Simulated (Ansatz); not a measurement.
`C[Si](C)(C)C#Cc1ccc(-c2ccc(-c3ccc(C#C[Si](C)(C)C)cc3)cc2)cc1`, 60 atoms. Hardware: 2 threads of AMD EPYC 7R13 on a shared host and a share (18 GiB) of an NVIDIA H100 80GB HBM3.

Correlated methods freeze 38 core orbitals. Single mean-field runs in def2-SVP, def2-TZVP are fitted with def2-universal-jkfit.

**Question.** How many basis functions does each of these Ansatz runs have, and roughly what does it cost? PBE0-D4/def2-TZVP, charge -1 doublet at the geometry of the charge 0 singlet, energy; PBE-D4/def2-TZVP, charge 0 triplet at the geometry of the charge 0 singlet, energy, from earlier orbitals; RPA@PBE/def2-SVP, charge 0 singlet, energy, from earlier orbitals; PBE0-D4/def2-TZVP, charge 0 triplet at the geometry of the charge 0 singlet, energy; PBE-D4/def2-TZVP, charge 1 doublet at the geometry of the charge 0 singlet, energy, from earlier orbitals; PBE0-D4/def2-SVP, charge 0 singlet, energy, from earlier orbitals; PBE-D4/def2-TZVP, charge -1 doublet at the geometry of the charge 0 singlet, energy, from earlier orbitals; B97M-V/def2-TZVP, charge 0 singlet, energy, from earlier orbitals; PBE0-D4/def2-TZVP, charge 1 doublet at the geometry of the charge 0 singlet, energy; LDA (SPW92)/def2-TZVP, charge 1 doublet at the geometry of the charge 0 singlet, energy, from earlier orbitals; MP2/def2-SVP, charge 0 singlet, energy, from earlier orbitals; B3LYP-D4/6-31G, charge 0 singlet, energy.

**Answer.** Other jobs shared the machine, so times can vary by a factor of up to 3.

```tsv
run	functions	fitting or Cholesky vectors	wall time	peak host memory (GiB)
PBE0-D4/def2-SVP, charge 0 singlet, energy, from earlier orbitals	578	2896	16 s	1
LDA (SPW92)/def2-TZVP, charge 1 doublet at the geometry of the charge 0 singlet, energy, from earlier orbitals	1122	2896	20 s	1.4
B3LYP-D4/6-31G, charge 0 singlet, energy	338	4796	22 s	1.2
PBE-D4/def2-TZVP, charge -1 doublet at the geometry of the charge 0 singlet, energy, from earlier orbitals	1122	2896	24 s	1.4
PBE0-D4/def2-TZVP, charge -1 doublet at the geometry of the charge 0 singlet, energy	1122	2896	28 s	1.8
PBE-D4/def2-TZVP, charge 0 triplet at the geometry of the charge 0 singlet, energy, from earlier orbitals	1122	2896	34 s	1.9
B97M-V/def2-TZVP, charge 0 singlet, energy, from earlier orbitals	1122	2896	34 s	1.5
PBE-D4/def2-TZVP, charge 1 doublet at the geometry of the charge 0 singlet, energy, from earlier orbitals	1122	2896	35 s	1.5
MP2/def2-SVP, charge 0 singlet, energy, from earlier orbitals	578	5987	41 s	1.4
PBE0-D4/def2-TZVP, charge 0 triplet at the geometry of the charge 0 singlet, energy	1122	2896	48 s	2
RPA@PBE/def2-SVP, charge 0 singlet, energy, from earlier orbitals	578	5987	49 s	3.4
PBE0-D4/def2-TZVP, charge 1 doublet at the geometry of the charge 0 singlet, energy	1122	2896	63 s	1.8
```
